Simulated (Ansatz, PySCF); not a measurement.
H8Ge2Si, singlet, geometry from GFN2-xTB, with bond 11-3 at 2.4 times its length. Base run: PySCF with CASSCF(4,4)/STO-3G.

Input for PySCF:
```python
from pyscf import gto, scf, mcscf
import numpy

mol = gto.Mole()
mol.atom = '''
    Si   -0.03291802   -0.57713211   -0.91085473
    Ge    1.88988268    0.45981391   -0.07403076
    Ge   -1.87522015   -0.20229448    0.47994341
    H     0.20137694   -2.01861226   -1.03785832
    H    -0.32184500   -0.07099451   -2.25596927
    H     2.46510160    1.54086593   -0.94049729
    H     1.71504282    1.13986085    1.25306796
    H     3.05880630   -0.45164796    0.15795211
    H    -2.84110485   -1.34549813    0.58212661
    H    -2.74940872    0.95326672    0.09142629
    H    -1.06185499    0.50398131    3.91811050
'''
mol.basis = 'sto-3g'
mol.verbose = 4
mol.build()

mf = scf.RHF(mol)
mf.kernel()
mc = mcscf.CASSCF(mf, 4, 4)
mc.fix_spin_(ss=0.0)
mc.kernel()
occ = numpy.linalg.eigvalsh(mc.fcisolver.make_rdm1(mc.ci, mc.ncas, mc.nelecas))[::-1]
ss = mc.fcisolver.spin_square(mc.ci, mc.ncas, mc.nelecas)[0]
print('natural occupations', occ.round(4), ' <S^2>', round(ss, 4))
```

Programs used: Ansatz (a quantum-chemistry and plane-wave program), PySCF; a row that names a program was run with it.

Variants of this job, named by their change:

```tsv
change	ΔE vs base (kcal/mol)	natural occupations	<S^2> of the state
base	0.000	1.98 1.14 0.86 0.02	0.00
code = ansatz	0.008	-	-
conv_tol = 1e-5	0.126	1.98 1.14 0.86 0.02	0.00
orbitals = fixed (CASCI); correction = SC-NEVPT2	-62.31	2.00 1.15 0.85 0.00	0.00
correction = SC-NEVPT2	-63.4	1.98 1.14 0.86 0.02	0.00
fix_spin_ = off	0.000	1.98 1.14 0.86 0.02	0.00
state_average = 2 states	2.38	-	-
code = ansatz; correction = SC-NEVPT2, all electrons	-65.3	-	-
active space = 10 electrons, 9 orbitals	-18.56	2.00 1.99 1.98 1.97 1.14 0.86 0.03 0.02 0.02	0.00
orbitals = fixed (CASCI)	6.70	2.00 1.15 0.85 0.00	0.00
start = MP2 natural orbitals	0.000	1.98 1.14 0.86 0.02	0.00
```

Active orbitals are taken around the Fermi level unless the row says otherwise; CASSCF can end in different local minima, and two programs can end on different orbitals. State-averaged rows give the lowest state.
